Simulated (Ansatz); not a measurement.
Basis-set extrapolation for CH9BSi3 (`[SiH3][Si]1([SiH3])BC1`) (PBE0-D4/def2-TZVP geometry, frozen core, Ansatz 0.2.0). Multiplicity 1, RHF reference.

```
                      def2-TZVPP   def2-QZVPP
                 HF  -934.562165  -934.591390
    MP2 correlation    -0.646988    -0.690625
CCSD(T) correlation    -0.754580      not run
```

Energies in hartree. Use E(X) = E(∞) + A·exp(−7.88·√X) for Hartree–Fock and E(X) = E(∞) + B·X^(−2.97) for correlation, with X = 3 and 4, and add CCSD(T) minus MP2 of the smaller set to the MP2 limit.

Q: What is the CCSD(T) energy at the basis-set limit?

A: HF limit: -934.591390 + (-0.029225) × 0.13774 = -934.59542. MP2 limit: -0.690625 + (-0.043637) × 0.74074 = -0.72295. Higher-order term: -0.754580 − (-0.646988) = -0.10759. Total: -935.42596 hartree, 2.97 eV below CCSD(T)/def2-TZVPP.
